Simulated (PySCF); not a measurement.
**How the method moves the HOMO and LUMO of `N#Cc1cccs1`**

Compound: C5H3NS.
Numbering: `[N:1]#[C:2][c:3]1[cH:4][cH:5][cH:6][s:7]1` (hydrogens: H8 on C4; H9 on C5; H10 on C6)

Basis pcSseg-1 throughout (PySCF), one geometry. Geometry: PBE0-D3(BJ)/def2-SVP; no solvent, vibrations or thermal averaging.

**Question.** How do the orbital energies, the gap and the dipole change with the method?

**Answer.** 
```json
{"method": "B97-D", "kind": "GGA", "HOMO (eV)": "-6.43", "LUMO (eV)": "-2.55", "gap (eV)": "3.88", "μ (D)": "4.69", "SCF cycles": "17"}
{"method": "LDA", "kind": "LDA", "HOMO (eV)": "-6.74", "LUMO (eV)": "-2.86", "gap (eV)": "3.88", "μ (D)": "4.74", "SCF cycles": "16"}
{"method": "B3LYP", "kind": "global hybrid", "HOMO (eV)": "-7.30", "LUMO (eV)": "-2.00", "gap (eV)": "5.30", "μ (D)": "4.75", "SCF cycles": "14"}
{"method": "B97-2", "kind": "global hybrid", "HOMO (eV)": "-7.30", "LUMO (eV)": "-1.89", "gap (eV)": "5.41", "μ (D)": "4.77", "SCF cycles": "13"}
{"method": "PBE0", "kind": "global hybrid", "HOMO (eV)": "-7.55", "LUMO (eV)": "-1.86", "gap (eV)": "5.69", "μ (D)": "4.78", "SCF cycles": "14"}
{"method": "BHandHLYP", "kind": "global hybrid", "HOMO (eV)": "-8.37", "LUMO (eV)": "-0.88", "gap (eV)": "7.49", "μ (D)": "4.91", "SCF cycles": "14"}
{"method": "LC-wPBE", "kind": "range-separated hybrid", "HOMO (eV)": "-10.07", "LUMO (eV)": "0.17", "gap (eV)": "10.24", "μ (D)": "4.73", "SCF cycles": "14"}
```

The HOMO spans 3.64 eV, from B97-D down to LC-wPBE, and the gap runs from 3.88 eV (B97-D) to 10.24 eV (LC-wPBE). Over the methods B97-D (0 %), LDA (0 %), B3LYP (20 %), B97-2 (21 %), PBE0 (25 %), BHandHLYP (50 %), a straight line through the gap against the share of exact exchange rises by 0.72 eV for each 10 % (correlation coefficient 1.000). The dipole ranges from 4.69 D (B97-D) to 4.91 D (BHandHLYP). This basis has no diffuse functions.

The vertical ΔSCF ionisation energy at PBE0/def2-SVPD is 9.42 eV; −ε(HOMO) comes closest to it with LC-wPBE (10.07 eV).
